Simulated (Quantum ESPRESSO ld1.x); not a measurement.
Values are calculated unless marked as measured or tabulated.
Q: The mean radii <r> (bohr) of the occupied orbitals of an atom or ion are listed with their occupations. Code: ld1.x of Quantum ESPRESSO 7.5. Model: Dirac Kohn-Sham, PBE, spin-unpolarised, spherical densities, point nucleus.

| orbital | occ. | <r> |
|---|---|---|
| 1s1/2 | 2 | 0.01685 |
| 2s1/2 | 2 | 0.06967 |
| 2p1/2 | 2 | 0.05731 |
| 2p3/2 | 4 | 0.06557 |
| 3s1/2 | 2 | 0.1698 |
| 3p1/2 | 2 | 0.1591 |
| 3p3/2 | 1 | 0.1715 |

Name the element and its charge. Open shells, if any, fill j = l - 1/2 first.

A: Z = 79, gold, charge +64: Au64+ in [Ne] 3s2 3p3. The 1s radius gives Z: for a bare nucleus <r> = (2 gamma + 1)/(2Z) with gamma = sqrt(1 - (Z/c)^2), 0.01667 bohr for Z = 79, and screening makes it slightly larger (0.01685 here). The occupations add up to 15, and the charge is Z minus that.
